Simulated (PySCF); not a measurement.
PySCF input file for trans-(1R,2R)-2-methoxycyclopropan-1-ol (C₄H₈O₂), SMILES CO[C@@H]1C[C@H]1O, SMD-B3LYP/6-31G*. Coordinates come from a B3LYP-D3(BJ)/def2-SVP optimisation. One conformer was computed; it need not be the lowest.

```python
import numpy as np
from pyscf import gto, scf, dft
from pyscf.solvent import smd

mol = gto.M(
    atom='''
    C     2.37897816   -0.31674833    0.44343582
    O     1.07770665   -0.84004880    0.33110837
    C     0.19697724    0.01180013   -0.31646662
    C    -0.46374491    1.13683351    0.45827043
    C    -1.23841417   -0.09856691    0.04020752
    O    -2.15053841   -0.02719381   -1.00789901
    H     2.83587919   -0.13349119   -0.54909311
    H     2.99010230   -1.05627230    0.98049074
    H     2.39283482    0.63684245    1.00630511
    H     0.41690623    0.20853010   -1.37659200
    H    -0.21017043    1.23986588    1.51704688
    H    -0.66967490    2.06747463   -0.07782214
    H    -1.46420234   -0.82296264    0.83588588
    H    -2.95179887    0.39804358   -0.67457914
    ''',
    basis='6-31G*',
    charge=0,
    spin=0,
    max_memory=1600,
    verbose=3,
)
mf = dft.RKS(mol, xc='b3lyp').density_fit(auxbasis='def2-universal-jkfit')
mf.grids.level = 3
mf.conv_tol = 1e-9
mf.max_cycle = 100
mf.kernel()
res = {}
for name in ['water', 'methanol', 'ethylethanoate']:
    s = mf.SMD()
    s.with_solvent.solvent, s.with_solvent.sasa_ng = name, 194
    s.kernel(mf.make_rdm1())
    res[name] = (s.e_tot, s.with_solvent.get_cds(), s.dip_moment(), s.mo_energy, s.converged)
    print(f'SMD {name}: dG(solv) = {(s.e_tot - mf.e_tot) * 627.509474:.3f} kcal/mol, of which CDS {res[name][1] * 627.509474:.3f}')
```

Log of the run:

```
converged SCF energy = -307.611804259071
converged SCF energy = -307.621011978843
Dipole moment(X, Y, Z, Debye): -0.03358,  2.24770,  1.26418
SMD water: dG(solv) = -5.778 kcal/mol, of which CDS 3.598
converged SCF energy = -307.624104236938
Dipole moment(X, Y, Z, Debye): -0.03326,  2.22518,  1.25420
SMD methanol: dG(solv) = -7.718 kcal/mol, of which CDS 1.370
converged SCF energy = -307.620272788503
Dipole moment(X, Y, Z, Debye): -0.00463,  1.89325,  1.09924
SMD ethylethanoate: dG(solv) = -5.314 kcal/mol, of which CDS -1.913
```

Self-consistency was reached.

Cost: around 100 core-seconds (rough).
